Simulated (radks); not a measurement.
Results of a calculation; reference values are marked as such.
Question: Valence configurations of Hf IV (all share [Xe]). Level of theory: scalar-relativistic Kohn-Sham, r2SCAN, spin-unpolarised, spherical densities, finite nucleus; meta-GGA in the generalised Kohn-Sham scheme; Fermi nuclear charge, rms radius 5.347 fm (a radial shooting solver on a logarithmic mesh with Libxc functionals). Order these by energy: 4f13 5d1 6s1; 4f12 5d0.5 6s1 6p1.5; 4f14 6s1; 4f12 6s0.5 6p2.5; 4f12 5d0.5 6s0.5 6p2; 4f11.5 5d0.5 6s0.5 6p2.5; 4f14 5d1; 4f12 5d0.5 6p2.5; 4f12 5d1 6p2; 4f14 5d0.5 6s0.5.

Answer: From the lowest, in eV above it: 4f14 5d1 0.000; 4f14 5d0.5 6s0.5 0.945; 4f14 6s1 1.940; 4f13 5d1 6s1 23.898; 4f12 5d0.5 6s1 6p1.5 72.558; 4f12 5d1 6p2 73.349; 4f12 5d0.5 6s0.5 6p2 76.562; 4f12 5d0.5 6p2.5 80.545; 4f12 6s0.5 6p2.5 84.062; 4f11.5 5d0.5 6s0.5 6p2.5 103.03. NIST lists [Xe] 4f14 5d1 as the ground configuration; this level of theory agrees among the configurations tried. The energies are those of spherical spin-averaged densities, not of single terms.
